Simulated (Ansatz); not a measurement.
Cost and result for the atomization energy of `FC1CCCCC1` (18 atoms, 18 bonds).

```xyz
18

F    -1.081   -1.488    1.243
C    -1.343   -0.429    0.367
C    -0.747    0.834    0.951
C     0.775    0.788    0.970
C     1.336    0.484   -0.412
C     0.759   -0.814   -0.962
C    -0.763   -0.774   -0.988
H    -2.434   -0.349    0.309
H    -1.088    1.677    0.338
H    -1.149    0.988    1.956
H     1.100    0.013    1.672
H     1.170    1.736    1.345
H     1.091    1.309   -1.094
H     2.428    0.426   -0.374
H     1.083   -1.650   -0.333
H     1.142   -1.010   -1.967
H    -1.177   -1.729   -1.322
H    -1.105   -0.012   -1.700
```

Total charge 0; spin multiplicity 1. All single points use the PBE0-D4/def2-TZVP geometry. Program: Ansatz. All runs use 2 threads of an AMD EPYC 7R13 on a shared host and a share of an NVIDIA H100 80 GB. Times are those of one run each, without the atoms' runs, and a repeat can differ threefold. Electronic energies, without spin–orbit coupling; frozen cores. CCSD(T)/CBS adds CCSD(T) − MP2 in def2-TZVPP to the MP2 limit, and its time is that of the two runs behind it. T1 = 0.010. B3LYP takes the VWN-RPA correlation (the form of Gaussian; ORCA's B3LYP/G).

CCSD(T)/CBS is a level of theory with its own doubt, some kJ/mol a heavy atom from the limit and from the frozen cores, so smaller differences don't rank the functionals.

| level | functions | wall time | atomization (kcal/mol) | difference from CCSD(T)/CBS | per bond |
| --- | --- | --- | --- | --- | --- |
| PBE-D4/def2-TZVPP (with forces) | 371 | 5.5 s | 1816.8 | 40.6 | 2.3 |
| CCSD(T)/def2-SVP | 153 | 5.5 s | 1714.5 | -61.7 | -3.4 |
| BLYP-D4/def2-TZVPP | 371 | 6 s | 1766.7 | -9.5 | -0.5 |
| r2SCANh-D4/def2-TZVPP | 371 | 6.5 s | 1775.3 | -0.9 | 0.0 |
| PBE-QIDH/def2-TZVPP | 371 | 7.5 s | 1780.3 | 4.1 | 0.2 |
| B3LYP-D4/def2-TZVPP (with forces) | 371 | 8 s | 1775.6 | -0.6 | 0.0 |
| r2SCAN-D4/def2-TZVPP (with forces) | 371 | 9 s | 1782.5 | 6.3 | 0.4 |
| PBE0-D4/def2-TZVPP | 371 | 9 s | 1794.2 | 18.0 | 1.0 |
| B97M-V/def2-TZVPP | 371 | 10 s | 1779.3 | 3.1 | 0.2 |
| MP2/def2-QZVPP | 729 | 14 s | 1786.4 | 10.2 | 0.6 |
| ωB97M-V/def2-TZVPP (with forces) | 371 | 15 s | 1782.6 | 6.4 | 0.4 |
| CCSD(T)/def2-TZVPP | 371 | 19 s | 1738.8 | -37.4 | -2.1 |
| CCSD(T)/CBS(def2) | – | 33 s | 1776.2 | 0.0 | 0.0 |

From BLYP to BHLYP (50 % exact exchange), in def2-TZVPP and without D4, the atomization energy moves by −21.9 kcal/mol: exact exchange takes away binding that semilocal exchange gives to molecules. In def2-TZVPP, CCSD(T) changes the Hartree–Fock value by +402.5 kcal/mol (the triples alone add +22.7 kcal/mol) and MP2 by +428.3 kcal/mol; breaking electron pairs costs correlation energy, which Hartree–Fock lacks. At CCSD(T), def2-SVP lies −61.7 kcal/mol from the extrapolated value and def2-TZVPP −37.3 kcal/mol: correlation converges slowly with the basis, and small sets miss more of it in the bonded molecule than in its fragments.
